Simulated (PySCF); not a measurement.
NMR data simulated for an unnamed compound:

1H NMR (500 MHz, computed): δ 8.99 (dd, J = 5.7, 1.0 Hz, 2H), 7.51 (dd, J = 5.7, 1.0 Hz, 2H), 2.58 (s, 3H).

13C{1H} NMR (computed): δ 197.7 (C), 155.1 (CH), 140.3 (C), 122.8 (CH), 27.6 (CH3).

Theory: NMR shieldings at PBE/pcSseg-1/GIAO, B3LYP/pcJ-1 coupling constants (without the spin–dipole term), PBE0-D3(BJ)/def2-SVP structure, in PySCF 2.14.0 with density-fitted response routines (one computed conformer, no relativistic terms, equivalent nuclei averaged, in vacuum).

References, each an isolated molecule treated in the same way: 1H, 13C vs TMS.

Which of these does the molecule contain: an S-methyl group, a tert-butyl group, a ketone, a nitrile, a heteroaromatic ring?

## Answers


- An S-methyl group: no.
- A tert-butyl group: no.
- A ketone: yes (δC 197.7).
- A nitrile: no.
- A heteroaromatic ring: yes.

The data belong to `CC(=O)c1ccncc1`, C₇H₇NO; they needn't prove each group on their own.

Carbon signals by region: 1 in the far downfield region (above 160 ppm), 3 in the sp2 and nitrile region (100–160 ppm), 1 below 50 ppm. Above 160 ppm: 197.7, ketone carbonyl carbon.

Splittings below 1 Hz are ignored in the labels, and close J values are merged. Couplings among chemically equivalent protons are left out too, so labels in AA′BB′ or AA′XX′ sets are apparent multiplicities. Unscaled 3J(H,H) at this level run about 10 % above measured values. Shifts are as computed. Against solution values, carbons near 30 ppm lie about +2 ppm off and those near 130 ppm about +2 ppm. Of 1211 compounds with measured shifts, 218 miss one by over three times the rms of a fit or turn the order of signals round; such compounds aren't used in these exercises.
